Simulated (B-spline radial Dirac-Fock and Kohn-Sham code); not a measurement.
# X-ray form factors of ruthenium in several charge states

Model: configuration-average Dirac-Fock orbitals. Program: a radial atomic solver.

Configurations: Ru²⁷⁺ [Ne] 3s2 3p5; Ru²⁸⁺ [Ne] 3s2 3p4; Ru²⁹⁺ [Ne] 3s2 3p3; Ru³⁰⁺ [Ne] 3s2 3p2; Ru³¹⁺ [Ne] 3s2 3p1. The first column is f₀ of Ru²⁷⁺, the others are differences from it.

```tsv
s (Å⁻¹)	Ru²⁷⁺	Δ Ru²⁸⁺	Δ Ru²⁹⁺	Δ Ru³⁰⁺	Δ Ru³¹⁺
0	17.000	-1.000	-2.000	-3.000	-4.000
0.1	16.914	-0.988	-1.977	-2.966	-3.956
0.2	16.659	-0.954	-1.910	-2.868	-3.827
0.3	16.248	-0.900	-1.803	-2.710	-3.619
0.4	15.702	-0.829	-1.663	-2.502	-3.346
0.5	15.045	-0.744	-1.496	-2.255	-3.022
0.7	13.516	-0.555	-1.122	-1.700	-2.289
0.9	11.891	-0.368	-0.750	-1.145	-1.553
1.1	10.364	-0.210	-0.433	-0.669	-0.919
1.4	8.493	-0.054	-0.116	-0.187	-0.268
```

Values without a named source are computed, but for edge energies of neutral atoms, which are taken from tables.
